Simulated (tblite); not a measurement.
C₆H₉GeNS.
Numbering: `[NH2:1][GeH2:2][c:3]1[cH:4][cH:5][c:6]([SH:7])[cH:8][cH:9]1` (hydrogens: H10, H11 on N1; H12, H13 on Ge2; H14 on C4; H15 on C5; H16 on S7; H17 on C8; H18 on C9)

Computed with GFN2-xTB (tblite), gas phase: L-BFGS steps from a force-field or distance-geometry start until the largest atomic force falls under 0.01 eV/Å.

Geometry at step 20:
```
atom  x, y, z in Å
N1     -3.4151    0.3751   -0.2514
Ge2    -2.1699   -0.9350   -0.4680
C3     -0.3508   -0.2193   -0.3228
C4     -0.0236    1.1100   -0.5602
C5      1.2856    1.5473   -0.4996
C6      2.2959    0.6440   -0.2031
S7      3.9768    1.1953   -0.1571
C8      1.9837   -0.6843    0.0433
C9      0.6738   -1.1055   -0.0169
H10    -4.1285    0.4026   -0.9656
H11    -3.8710    0.4421    0.6475
H12    -2.2893   -2.0653    0.5273
H13    -2.4205   -1.5293   -1.8320
H14    -0.8089    1.8086   -0.8113
H15     1.5392    2.5771   -0.7011
H16     4.5048   -0.0263   -0.1397
H17     2.7706   -1.3853    0.2685
H18     0.4386   -2.1453    0.1658
```

Task: Give the atomic forces at this geometry.

Result: 
```tsv
atom	Fx (eV/Å)	Fy (eV/Å)	Fz (eV/Å)
N1	-0.016	-0.028	-0.018
Ge2	0.026	0.024	-0.072
C3	-0.062	0.009	-0.003
C4	-0.044	-0.015	-0.029
C5	-0.009	0.014	-0.028
C6	0.020	-0.003	-0.019
S7	-0.034	0.066	-0.039
C8	0.064	-0.037	-0.013
C9	-0.023	0.010	-0.020
H10	-0.030	0.011	0.023
H11	0.076	0.035	0.005
H12	-0.064	-0.007	0.036
H13	0.033	0.026	0.006
H14	-0.034	0.008	0.033
H15	-0.030	0.031	0.020
H16	0.049	0.003	0.046
H17	0.084	-0.117	0.049
H18	-0.006	-0.028	0.023
```

The largest, 0.15 eV/Å, acts on H17; the rms over all components is 0.038 eV/Å. The forces sum to zero within rounding, as they must for an isolated molecule in no field.

Task: Give the force on H17 in Eh/bohr and in nN.

Result: 0.152 eV/Å ÷ 51.422 = 0.00296 Eh/bohr, and 0.152 eV/Å × 1.602 = 0.24 nN.

Task: How far is this geometry from the end of the optimisation?

Result: 0.079 eV above it, and 0.275 Å rms away after alignment. The bonds farthest from their final lengths, with half the difference of the two atoms' forces along the bond (positive lengthens):

```tsv
bond	now (Å)	final (Å)	force along bond (eV/Å)
Ge2–H12	1.511	1.521	+0.05
N1–Ge2	1.820	1.814	0.00
Ge2–H13	1.509	1.503	-0.04
Ge2–C3	1.960	1.955	-0.04
C8–C9	1.377	1.381	+0.03
C8–H17	1.078	1.081	+0.04
```

The angle farthest from its final value is N1–Ge2–C3, 111.3° against 107.1°.

What follows is the cost of the whole relaxation. Time: 3.0 s of wall time. Hardware: one thread, Intel Xeon at 2.50 GHz (x86_64), shared host.
